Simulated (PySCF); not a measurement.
In(Me)2(NHMe) (C3H10InN), SMILES C[NH][In]([CH3])[CH3]. Coordinates come from a r2SCAN-D4/def2-SVP optimisation. The def2 effective core potentials stand for the cores of In; spin–orbit coupling is left out. Other conformers were not sampled.

Q: Give the equilibrium geometry at r2SCAN-D4/def2-SVP (PySCF confirms it by a frequency run) as Cartesian coordinates in Å. (An estimate is asked for; the answer gives what the named calculation found.)

A: Several could match; the one computed here: 
```xyz
15

In     0.0902     0.3173     0.1165
C      1.8082     1.5878    -0.2311
H      2.5110     1.0948    -0.9188
H      2.3277     1.8004     0.7156
H      1.4949     2.5469    -0.6707
C     -1.6957     0.5548     1.3164
H     -2.3514    -0.3215     1.2096
H     -2.2494     1.4531     1.0037
H     -1.4286     0.6708     2.3778
N      0.1873    -1.4559    -0.8954
C     -0.7613    -2.5430    -0.9112
H      0.9981    -1.6422    -1.4813
H     -0.3416    -3.4986    -0.5329
H     -1.1715    -2.7541    -1.9207
H     -1.6248    -2.3055    -0.2672
```
Charge 0, spin multiplicity 1.
